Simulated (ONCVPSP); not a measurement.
## Before and after: ONCV potential for germanium

Ge (Z = 32), optimised norm-conserving Vanderbilt (ONCV), made with ONCVPSP 4.0.1 (PBEsol, non-relativistic). Core [Ne] 3s2, reference 3p6 3d10 4s2 4p1.5 (charge +0.5). Waves: 4s: rc 1.90 bohr, ncon 4, nbas 8, qcut 3 1/bohr, 2 projectors, debl 0.8 Ha; 3p+4p: rc 1.20 bohr, ncon 4, nbas 7, qcut 11.3 1/bohr, 2 projectors; 3d: rc 1.05 bohr, ncon 3, nbas 8, qcut 18 1/bohr, 2 projectors, debl 3 Ha. Local part: polynomial inside 0.65 bohr (lpopt 5, dvloc0 0 Ha). Core correction: Teter function, fcfact 4, rcfact 1.25.

All-electron outer shells of the reference configuration (PBEsol, non-relativistic, ld1.x):

| shell | level (eV) | outermost node (bohr) | outermost maximum (bohr) |
| --- | --- | --- | --- |
| 2p | -1193.95 | – | 0.14 |
| 3s | -166.82 | 0.26 | 0.55 |
| 3p | -118.42 | 0.23 | 0.55 |
| 3d | -34.39 | – | 0.50 |
| 4s | -15.27 | 0.78 | 1.75 |
| 4p | -7.43 | 0.83 | 2.16 |

Change: s: qcut 3.4; p: qcut 12.9; d: qcut 20.6.

Cutoffs: the cutoffs (Ha) at which the residual kinetic energy of the hardest occupied pseudo-wave falls to 1 and 0.1 mHa per electron; they do not see the model core or the augmentation charge, which bear on the density cutoff. Errors are all-electron minus pseudo energies relative to the spin-unpolarised reference configuration.

Task: Predict the effect on cutoff, ghosts and configuration errors.

Result: The potential gets harder (111 Ha and 125 Ha → 123 Ha and 142 Ha); both files keep a bound ghost (s); of the 4 tests that both files solve, the error grows in 0 and shrinks in 2 by more than 15 % and 0.3 meV (median size 0.5 → 0.3 meV).

```tsv
quantity	base	changed
cutoff, loose	111 Ha	123 Ha
cutoff, tight	125 Ha	142 Ha
loose cutoff by channel	s 28 Ha, p 50 Ha, d 111 Ha	s 14 Ha, p 55 Ha, d 123 Ha
bound ghosts	s	s
GHOST(+) flags under 300 eV	none	none
error for 3p6 3d10 4s2 4p2, meV [ΔE -2.82 eV]	0.0	0.0
error for 3p6 3d10 4s2 4p1, meV [ΔE 4.66 eV]	0.0	0.0
error for 3p6 3d10 4s2 4p0, meV [ΔE 20.12 eV]	+1.0	+0.7
error for 3p6 3d10 4s0 4p0, meV [ΔE 99.77 eV]	-66	-48
s: phases at 1.93 bohr within 0.05 rad from the reference energy up to (Ha; the scan ends near 5)	3.2	3.2
p: phases at 1.22 bohr within 0.05 rad from the reference energy up to (Ha; the scan ends near 5)	to the end of the scan	to the end of the scan
d: phases at 1.07 bohr within 0.05 rad from the reference energy up to (Ha; the scan ends near 5)	to the end of the scan	to the end of the scan
rms error of d²Exc/dni dnj with the model core, mHa	2.43	2.50
```

 A true bound ghost makes a file unfit for plane-wave use even where its test errors are small: the radial tests pick states by their node count and pass the ghost by.
